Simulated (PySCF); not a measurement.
## Exercise with solution: refractive index and permittivity of the vapour

C2H7NOSi2, SMILES C1N=C(O[SiH2]1)[SiH3].

Coordinates come from a PBE0-D3(BJ)/def2-SVP optimisation. This is a generated structure with no PubChem entry under its InChIKey; it may be hypothetical. Other conformers were not sampled.

PBE/def2-TZVP run with PySCF gives a mean static polarisability of 88.6 bohr³ and a dipole moment of 1.46 D. Take an ideal gas at 298.15 K and 0.01 bar, whether or not the substance is that volatile.

**Question.** Work out n − 1 in the optical limit and the static ε − 1.

**Answer.** 
Polarisability volume α' = 88.6 × 0.148185 = 13.13 Å³. Number density N = p/kT = 2.43e-7 Å⁻³.
Dilute limit of Lorentz–Lorenz: n − 1 = 2π N α' = 2.0e-5.
Orientation term of Debye: μ²/(3kT) = 8.098 Å³ × μ²(D²) = 17.26 Å³.
ε − 1 = 4π N (α' + μ²/3kT) = 9.3e-5. Orientation of the dipole supplies 57 % of the static response; it can't follow optical fields. Vibrational polarisation and dispersion are left out.
